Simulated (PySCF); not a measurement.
Compound: C6H13P.
SMILES with atom numbers: `[CH3:1][CH:2]([CH3:3])[CH2:4][P:5]1[CH2:6][CH2:7]1`

Structure used (GFN2-xTB), in Å, numbered top down from 1:
```
atom  x, y, z in Å
C1    -1.8595    0.4081   -1.4555
C2    -1.0417   -0.2862   -0.3683
C3    -1.9510   -0.7998    0.7426
C4     0.0080    0.6744    0.1952
P5     1.1877   -0.1845    1.3677
C6     2.7681    0.6002    0.8344
C7     2.4691   -0.7058    0.1491
H8    -2.3559    1.2880   -1.0509
H9    -1.2223    0.7229   -2.2795
H10   -2.6193   -0.2635   -1.8493
H11   -0.5237   -1.1438   -0.8149
H12   -1.3618   -1.3023    1.5081
H13   -2.6795   -1.5042    0.3470
H14   -2.4857    0.0264    1.2070
H15    0.5749    1.1344   -0.6185
H16   -0.4929    1.4714    0.7532
H17    3.5693    0.6016    1.5613
H18    2.7201    1.5092    0.2497
H19    3.0818   -1.5552    0.4195
H20    2.2091   -0.6806   -0.9011
```

Probes without a nucleus sit at each ring's centroid and 1 Å off its mean plane on both sides; NICS is minus the shielding there, NICSzz its component along the normal. Level: GIAO PBE0/pcSseg-1 (PySCF, non-relativistic, gas phase) on the GFN2-xTB geometry, one conformer.

Ring bond lengths (Å), with Mayer bond orders in brackets: P5–C6 1.843 (0.94), C6–C7 1.505 (0.97), C7–P5 1.844 (0.94).

**Question.** Give the NICS values of each ring in ppm.

**Answer.** 
| ring | type | NICS(0) | NICS(1), two faces | NICS(1)zz, two faces | rms pucker (Å) | centre to ring atoms, mean (Å) |
| --- | --- | --- | --- | --- | --- | --- |
| P5–C6–C7 | 3-membered ring with P; formal bonds all single | -38.8 | -9.8 / -9.5 | -25.8 / -23.2 | 0.00 | 1.00 |

**Question.** What can be read from them?

**Answer.** 
- P5–C6–C7: mean NICS(1)zz -24.5 ppm, shielded. C6, C7 have four or more neighbours, so the value isn't read as a sign of a π ring current. NICS(0) lies 29 ppm below the mean NICS(1).

**Question.** Give the inner angles of the rings and the Hirshfeld charges of the ring atoms.

**Answer.** 
- P5–C6–C7: P5 48.2° (+0.119 e), C6 65.9° (-0.125 e), C7 65.9° (-0.125 e); sum 180.0° against 180° for a flat convex ring.

The run took 33 s wall on an Arm Neoverse V2 with one thread, shared host, and the process peaked at 0.84 GiB of memory. This is the whole shielding run at PBE0/pcSseg-1, SCF included.
